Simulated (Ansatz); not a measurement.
Consider the formal exchange of groups at the Si–C bond: `C#C[Si](Cl)(Cl)C#C` + CH₄ → `C#C[Si](C)(Cl)Cl` + `C#C`.

Calculated with Ansatz (gas phase, PBE0-D4/def2-TZVP geometries, no zero-point term in ΔE). CCSD(T)/CBS adds triple-zeta CCSD(T) − MP2 to the extrapolated MP2 energy (def2 sets, frozen cores). This one scheme is used for every species. DFT in def2-TZVPP.

```tsv
species	PBE-D4 energy (Eh)
`C#C[Si](Cl)(Cl)C#C`	-1362.89318
CH₄	-40.46517
`C#C[Si](C)(Cl)Cl`	-1326.09446
`C#C`	-77.25308
```

Work out ΔE.

ΔE = (-1326.09446) + (-77.25308) − (-1362.89318) − (-40.46517) = 0.01081 Eh = +0.29 eV. CCSD(T)/CBS gives +0.28 eV.

What do rigid-rotor, harmonic-oscillator terms from PBE0-D4/def2-TZVP frequencies (298.15 K, 1 bar) make of the CCSD(T)/CBS value? (Best estimate.)

The calculation gave: ΔZPE = -0.01 eV, ΔH = +0.26 eV, ΔS = 7 J/(mol·K), ΔG = +0.24 eV.

Largest T1 diagnostic among the species: 0.013.

From BLYP to BHLYP (50 % exact exchange), in def2-TZVPP and without D4, ΔE moves by −0.05 eV. Leaving LDA and LC-ωPBE aside and taking each functional with its dispersion term where it has one, the values, not all of them listed here, spread over 0.11 eV, from ωB97M-V to B97M-V. LDA lies −0.06 eV from PBE without D4. At CCSD(T), def2-SVP lies +0.05 eV from the extrapolated value and def2-TZVPP +0.02 eV.
